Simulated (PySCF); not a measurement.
## CH4F2OSi: core ionisation energies

Compound: CH4F2OSi.
Cartesian coordinates in Å at the PBE0-D3(BJ)/def2-SVP level; atoms count from 1:
```xyz
9
CH4F2OSi angstrom
O     -1.4705    0.3834    1.1520
Si    -0.9272   -0.3900   -0.2106
C      0.9700   -0.1251   -0.3219
F      1.1874    1.2211   -0.1831
F      1.6037   -0.7513    0.7017
H     -1.1298    1.2728    1.2930
H     -1.5048    0.1655   -1.4723
H     -1.2444   -1.8337   -0.0731
H      1.4528   -0.4428   -1.2657
```

Level of theory: delta-SCF UKS SCAN, pcX-2 on the ionised atom, pcseg-1 elsewhere, spin-free X2C in PySCF. Vertical ΔSCF values, vacuum level as zero.

What binding energy does each computed site have?

```csv
atom(s),bonded to,level,binding energy (eV),2p1/2 (eV),count
Si2,"O, C and 2 H",Si 1s,1847.78,–,1
F4/F5,C,F 1s,693.28,–,2
O1,H and Si,O 1s,539.03,–,1
C3,"2 F, H and Si",C 1s,295.13,–,1
Si2,"O, C and 2 H",Si 2p3/2,107.92,108.55,1
```

Which photon wavelength matches the Si 1s of Si2 threshold?

λ = hc/E = 12398.42 eV Å / 1847.78 eV = 6.710 Å.

Topologically equivalent atoms share the value of their first member; where this conformer doesn't relate them by symmetry, their own values could differ. 2p3/2 and 2p1/2 are the ΔSCF energy of one spin-free 2p hole plus the eigenvalues of a spin–orbit and ligand-field matrix of the shell. 2p1/2 minus 2p3/2 (ligand field included): Si 0.62 eV. Geometry: PBE0-D3(BJ)/def2-SVP, one conformer, isolated molecule.

Hardware: an Arm Neoverse V1 with one thread, no GPU, on a shared host. Cost: 24 s.
